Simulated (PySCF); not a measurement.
# Au³⁺ (gold, charge +3): UHF calculation

Configuration: [Xe] 4f14 5d8, high-spin 3F determinant. All numbers are calculated (PySCF 2.14, scalar relativity through the core potential, in def2-SVP with the def2 core potential (60 electrons) (6s3p2d1f, 32 functions)).

```json
{"Total energy": "-132.661248 hartree", "One-electron energy": "-214.8020 hartree", "Hartree (Coulomb) energy": "93.1466 hartree", "Exchange energy": "-11.0059 hartree", "⟨S²⟩": "2.0023", "⟨L²⟩": "12.028", "Sum of ⟨r⟩": "20.07 bohr", "Sum of ⟨r²⟩": "28.83 bohr²", "Time after the integrals": "0.15 s of wall time on 1 thread of Neoverse-N1 (shared host)"}
```

```
shell  electrons  mean orbital energy (eV)  spread (eV)  rms radius, mean of both spins (bohr)
 5s α          1                   -166.36            0                                   1.00
 5s β          1                   -162.94            0                                   1.00
 5p α          3                   -112.78            0                                   1.15
 5p β          3                   -108.11            0                                   1.15
 5d α          5                   -48.551        1.132                                   1.54
 5d β          3                   -46.667            0                                   1.54
```

Energies and moments cover only the electrons outside the core potential. Spin-orbit coupling, absent here, splits the open shell strongly.
